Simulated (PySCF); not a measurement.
Al$_{2}$ (SMILES [Al][Al]), triplet, at a GFN2-xTB geometry (such geometries of metal compounds can be far from the true shape) (in this run its highest filled SCF level lies above zero, so its values depend strongly on the basis, on diffuse functions most of all), atoms displaced at random by about 0.03 Å a coordinate; TPSS/STO-3G, gradient in PySCF.

Input for PySCF:
```python
from pyscf import gto, scf, dft

mol = gto.Mole()
mol.atom = '''
    Al    0.03302834   -0.06172575   -1.27698753
    Al   -0.01141696   -0.00076285    1.22028714
'''
mol.basis = 'sto-3g'
mol.spin = 2
mol.verbose = 4
mol.build()

mf = dft.UKS(mol)
mf.xc = 'tpss'
mf.kernel()
g = mf.nuc_grad_method()
grad = g.kernel()
```

The log (banner, timings and long lists left out):

```
PySCF version 2.14.0

[INPUT] verbose = 4
[INPUT] num. atoms = 2
[INPUT] num. electrons = 26
[INPUT] charge = 0
[INPUT] spin (= nelec alpha-beta = 2S) = 2
[INPUT] symmetry False subgroup None
[INPUT] Mole.unit = angstrom
[INPUT] Symbol           X                Y                Z      unit          X                Y                Z       unit  Magmom
[INPUT]  1 Al     0.033028340000  -0.061725750000  -1.276987530000 AA    0.062414516949  -0.116644762333  -2.413156696185 Bohr   0.0
[INPUT]  2 Al    -0.011416960000  -0.000762850000   1.220287140000 AA   -0.021574927575  -0.001441577574   2.306008487929 Bohr   0.0

nuclear repulsion = 35.7950875124257
number of shells = 10
number of NR pGTOs = 54
number of NR cGTOs = 18
basis = sto-3g
ecp = {}

******** <class 'pyscf.dft.uks.UKS'> ********
method = UKS
initial guess = minao
damping factor = 0
level_shift factor = 0
DIIS = <class 'pyscf.scf.diis.CDIIS'>
diis_start_cycle = 1
diis_space = 8
diis_damp = 0
SCF conv_tol = 1e-09
SCF conv_tol_grad = None
SCF max_cycles = 50
direct_scf = True
direct_scf_tol = 1e-13
number electrons alpha = 14  beta = 12
XC library pyscf.dft.libxc version 7.1.2
    S. Lehtola, C. Steigemann, M. J. T. Oliveira, and M. A. L. Marques,  SoftwareX 7, 1–5 (2018)
XC functionals = tpss
    J. Tao, J. P. Perdew, V. N. Staroverov, and G. E. Scuseria,  Phys. Rev. Lett. 91, 146401 (2003)
    J. P. Perdew, J. Tao, V. N. Staroverov, and G. E. Scuseria,  J. Chem. Phys. 120, 6898 (2004)
    J. Tao, J. P. Perdew, V. N. Staroverov, and G. E. Scuseria,  Phys. Rev. Lett. 91, 146401 (2003)
    J. P. Perdew, J. Tao, V. N. Staroverov, and G. E. Scuseria,  J. Chem. Phys. 120, 6898 (2004)
radial grids:
    Treutler-Ahlrichs [JCP 102, 346 (1995); DOI:10.1063/1.469408] (M4) radial grids

becke partition: Becke, JCP 88, 2547 (1988); DOI:10.1063/1.454033
pruning grids: <function nwchem_prune>
grids dens level: 3
symmetrized grids: False
atomic radii adjust function: <function treutler_atomic_radii_adjust>
small_rho_cutoff = 0
Set gradient conv threshold to 3.16228e-05
tot grids = 38360
init E= -478.55065165628

cycle= 1 E= -478.768599275157  delta_E= -0.218  |g|= 0.0241  |ddm|= 1.64
cycle= 2 E= -478.768982509164  delta_E= -0.000383  |g|= 0.00515  |ddm|= 0.0551
cycle= 3 E= -478.768998916109  delta_E= -1.64e-05  |g|= 0.000534  |ddm|= 0.00953
cycle= 4 E= -478.768999365112  delta_E= -4.49e-07  |g|= 8.81e-05  |ddm|= 0.00242
cycle= 5 E= -478.768999378819  delta_E= -1.37e-08  |g|= 1.5e-05  |ddm|= 0.000371
cycle= 6 E= -478.768999379164  delta_E= -3.45e-10  |g|= 1.19e-07  |ddm|= 5.73e-05
Extra cycle  E= -478.768999379165  delta_E= -5.68e-13  |g|= 9.88e-08  |ddm|= 1.13e-05
converged SCF energy = -478.768999379165  <S^2> = 2.0010123  2S+1 = 3.0006748

******** <class 'pyscf.grad.uks.Gradients'> for <class 'pyscf.dft.uks.UKS'> ********
unit = Eh/Bohr
grid_response = False
--------------- UKS gradients ---------------
         x                y                z
0 Al     0.0003399356    -0.0004569061    -0.0187911995
1 Al    -0.0003399356     0.0004569061     0.0187911995
----------------------------------------------
```
